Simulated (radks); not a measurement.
Results of a calculation; reference values are marked as such.
Task: All-electron atom: Co+ in [Ne] 3s2 3p5 3d8 4f1 (not the ground configuration). Level of theory: Dirac Kohn-Sham, PBE, spin-unpolarised, spherical densities, finite nucleus; open shells fill j = l - 1/2 first; Fermi nuclear charge, rms radius 3.7875 fm (a radial shooting solver on a logarithmic mesh with Libxc functionals). Some entries of the table are withheld. Estimate them.

| orbital | occ. | eigenvalue (eV) | <1/r> (bohr^-1) | r(max) (bohr) |
|---|---|---|---|---|
| 1s1/2 | 2 | -7612.411 | 27.04 | 0.03677 |
| 2s1/2 | 2 | -916.0253 | (1) | 0.2131 |
| 2p1/2 | 2 | -797.3348 | 5.792 | 0.1701 |
| 2p3/2 | 4 | -782.4736 | 5.680 | 0.1727 |
| 3s1/2 | 2 | -119.1694 | 1.838 | 0.6687 |
| 3p1/2 | 2 | -83.6571 | 1.709 | 0.6733 |
| 3p3/2 | 3 | -81.7995 | 1.683 | 0.6808 |
| 3d3/2 | 4 | -24.6384 | (2) | (3) |
| 3d5/2 | 4 | -24.4366 | (4) | (5) |
| 4f5/2 | 1 | -2.4827 | 0.1271 | 8.134 |
| 4f7/2 | 0 | -2.4827 | 0.1271 | 8.134 |

Result: 
(1) 2s1/2 <1/r> (bohr^-1): 5.842
(2) 3d3/2 <1/r> (bohr^-1): 1.326
(3) 3d3/2 r(max) (bohr): 0.6651
(4) 3d5/2 <1/r> (bohr^-1): 1.320
(5) 3d5/2 r(max) (bohr): 0.6677
